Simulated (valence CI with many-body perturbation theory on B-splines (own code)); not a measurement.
**V⁸⁺: electric-dipole lines**

Method: valence CI with perturbative core correlation (CI+MBPT): five valence electrons over a frozen Dirac-Fock core [Ne], radial functions for each j: 9 s, 9 p, 8 d, 6 f, 3 g, 1 h, with the one-electron correlation potential Σ1, the two-electron term Σ2, the three-electron term Σ3, Breit, model QED; selected CI, second order for the rest, scaled by the run's own slope (own B-spline code, finite nucleus).

No measured levels were compared; by estimate levels of excited configurations hold to 0.05 to 0.15 % of their energy, terms of the ground configuration to about 0.5 %. Among the levels kept, up to 700 cm⁻¹ of a level comes from second order outside the variational space, and about a tenth of that is noise between levels of different J, which matters for small intervals.

Lines 151 to 176 of 176 in falling wavelength, among levels below 507560 cm⁻¹, chosen from the strongest by gf and those to the six lowest levels. Wavelengths and rates use the calculated energies, so an error of 200 cm⁻¹ moves a line at 244.4 Å by 0.049 % and its rate by three times that or more. Electric multipoles are in the length gauge, E1 and E2 with the static RPA response of the core. Weak lines are less certain than strong ones. Lines between different terms over intervals too small for the method are left out, as are lines whose strength nearly cancels.

Names give the largest LS component (configuration and term), which can be under half, so a name can repeat, a term be missing and a line seem to break the LS rules; names also repeat where a configuration has a term twice. Letters in brackets count levels of one name in rising energy.

```csv
λ vac (Å),Upper,Lower,A (s⁻¹),S (a.u.) with core polarisation,S without
244.4,3s2 3p2 3d 4P_3/2,3s2 3p3 4S°_3/2,6.76e+10,1.95e+00,2.01e+00
243.5,3s2 3p2 3d 4P_1/2,3s2 3p3 4S°_3/2,6.85e+10,9.77e-01,1.01e+00
240.2,3s2 3p2 3d 2D_3/2 [a],3s2 3p3 4S°_3/2,1.28e+09,3.51e-02,3.62e-02
240.1,3s2 3p2 3d 2D_5/2 [c],3s2 3p3 2P°_3/2,7.18e+10,2.95e+00,3.04e+00
239.3,3s2 3p2 3d 2D_3/2 [c],3s2 3p3 2P°_3/2,1.46e+10,3.96e-01,4.08e-01
239.2,3s2 3p2 3d 2P_1/2 [c],3s2 3p3 2D°_3/2,1.43e+09,1.93e-02,1.97e-02
238.1,3s2 3p2 3d 2D_3/2 [c],3s2 3p3 2P°_1/2,5.83e+10,1.55e+00,1.60e+00
238.0,3s2 3p2 3d 2P_3/2 [c],3s2 3p3 2D°_5/2,1.96e+08,5.22e-03,5.21e-03
237.1,3s2 3p2 3d 2P_3/2 [c],3s2 3p3 2D°_3/2,5.63e+08,1.48e-02,1.54e-02
236.8,3s2 3p2 3d 2D_5/2 [a],3s2 3p3 4S°_3/2,1.25e+09,4.93e-02,5.08e-02
236.4,3s2 3p2 3d 2F_5/2 [b],3s2 3p3 2D°_5/2,5.22e+09,2.04e-01,2.11e-01
236.2,3s2 3p2 3d 2S_1/2,3s2 3p3 2D°_3/2,2.98e+09,3.87e-02,3.99e-02
235.5,3s2 3p2 3d 2F_7/2 [b],3s2 3p3 2D°_5/2,8.31e+10,4.29e+00,4.42e+00
235.5,3s2 3p2 3d 2F_5/2 [b],3s2 3p3 2D°_3/2,7.77e+10,3.00e+00,3.10e+00
228.0,3s2 3p2 3d 2D_5/2 [b],3s2 3p3 4S°_3/2,5.23e+07,1.84e-03,1.89e-03
227.8,3s2 3p2 3d 2D_3/2 [b],3s2 3p3 4S°_3/2,2.42e+06,5.64e-05,5.80e-05
226.6,3s2 3p2 3d 2D_5/2 [c],3s2 3p3 2D°_5/2,2.22e+09,7.66e-02,7.85e-02
225.8,3s2 3p2 3d 2D_3/2 [c],3s2 3p3 2D°_5/2,1.08e+08,2.47e-03,2.52e-03
225.7,3s2 3p2 3d 2D_5/2 [c],3s2 3p3 2D°_3/2,4.67e+04,1.59e-06,1.88e-06
225.0,3s2 3p2 3d 2D_3/2 [c],3s2 3p3 2D°_3/2,1.61e+08,3.61e-03,3.66e-03
220.8,3s2 3p2 3d 2P_1/2 [c],3s2 3p3 4S°_3/2,1.33e+07,1.41e-04,1.45e-04
219.0,3s2 3p2 3d 2P_3/2 [c],3s2 3p3 4S°_3/2,2.22e+07,4.61e-04,4.77e-04
218.2,3s2 3p2 3d 2S_1/2,3s2 3p3 4S°_3/2,5.48e+05,5.61e-06,5.69e-06
217.6,3s2 3p2 3d 2F_5/2 [b],3s2 3p3 4S°_3/2,5.52e+07,1.68e-03,1.73e-03
209.2,3s2 3p2 3d 2D_5/2 [c],3s2 3p3 4S°_3/2,1.71e+08,4.64e-03,4.79e-03
208.6,3s2 3p2 3d 2D_3/2 [c],3s2 3p3 4S°_3/2,2.90e+07,5.20e-04,5.36e-04
```
